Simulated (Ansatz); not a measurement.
`OC[S][GeH3]` + `OPO` → `O[P](O)[GeH3]` + `OCS`  (ligand exchange at a Ge–S bond)

Isolated molecules relaxed with PBE0-D4/def2-TZVP in Ansatz; ΔE leaves out vibrations. CCSD(T)/CBS adds triple-zeta CCSD(T) − MP2 to the extrapolated MP2 energy (def2 sets, frozen cores). DFT in def2-TZVPP. B3LYP here is the variant with VWN-RPA as its local correlation; programs differ in this. For Ge outer-core shells are correlated without core-valence functions, which leaves a few kJ/mol of doubt a bond. Scalar relativity is left out up to krypton. Each species was taken in one conformer, which may not be the lowest.

`OC[S][GeH3]`:

Cartesian coordinates in Å:
```
O 1.223 -1.632 -0.544
C -0.044 -1.458 0.007
S -1.112 -0.260 -0.874
Ge -0.420 1.616 0.079
H 1.696 -0.796 -0.514
H -0.559 -2.415 -0.080
H -0.006 -1.179 1.066
H -1.153 2.766 -0.617
H 1.104 1.771 -0.107
H -0.729 1.587 1.586
```

`OPO`:

Z-matrix (Å, degrees):
```
P
O 1 1.632
O 1 1.647 2 104.0
H 1 1.428 2 98.9 3 94.9
H 2 0.963 1 114.2 3 -52.9
H 3 0.961 1 110.6 2 -99.7
```

`O[P](O)[GeH3]`:

Cartesian coordinates in Å:
```
O 0.858 0.705 1.425
P -0.542 0.929 0.571
O -0.060 1.824 -0.715
Ge -0.481 -1.214 -0.385
H 0.918 1.336 2.149
H 0.685 1.453 -1.203
H -0.518 -2.306 0.695
H -1.680 -1.392 -1.332
H 0.822 -1.336 -1.205
```

`OCS`:

Cartesian coordinates in Å:
```
O 0.793 -0.651 -0.702
C 0.055 -0.087 0.353
S -1.643 0.198 -0.147
H 1.704 -0.752 -0.410
H -0.022 -0.765 1.212
H 0.494 0.856 0.695
H -1.381 1.202 -1.000
```

```tsv
level	ΔE (kcal/mol)	difference from CCSD(T)/CBS
PBE-D4	9.1	-2.2
r2SCAN-D4	10.5	-0.8
PBE0-D4	10.3	-1.0
B3LYP-D4	10.2	-1.1
ωB97X-V	10.9	-0.4
ωB97M-V	10.7	-0.6
r2SCAN	10.5	-0.8
B3LYP	10.1	-1.2
HF/def2-TZVPP	13.6	2.3
CCSD/def2-TZVPP	11.6	0.3
CCSD(T)/def2-TZVPP	11.6	0.3
HF/def2-QZVPP	13.5	2.2
SCS-MP2/def2-QZVPP	12.7	1.4
HF/CBS(def2)	13.5	2.2
MP2/CBS(def2)	12.5	1.2
CCSD/CBS(def2)	11.3	0.0
CCSD(T)/CBS	11.3	0
```

Largest T1 diagnostic among the species: 0.014.

In def2-TZVPP, CCSD(T) changes the Hartree–Fock value by −2.0 kcal/mol (the triples alone add −0.0 kcal/mol) and MP2 by −0.8 kcal/mol. From PBE to PBE0 (25 % exact exchange), in def2-TZVPP and without D4, ΔE moves by +1.2 kcal/mol.
